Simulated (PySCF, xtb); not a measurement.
Si(H)3(Et) (C₂H₈Si), SMILES CC[SiH3].

GFN2-xTB (xtb) at its own geometry gives an orbital gap of 5.97 eV and a dipole moment of 0.31 D.

The structure is a stationary point at PBE0-D3(BJ)/def2-SVP.

Q: What does M06-2X/def2-TZVPD (PySCF) give? (The exact figures need the calculation; the answer reports its results.)

A: gap 10.11 eV (levels -9.62 and 0.49 eV), dipole 0.78 D.
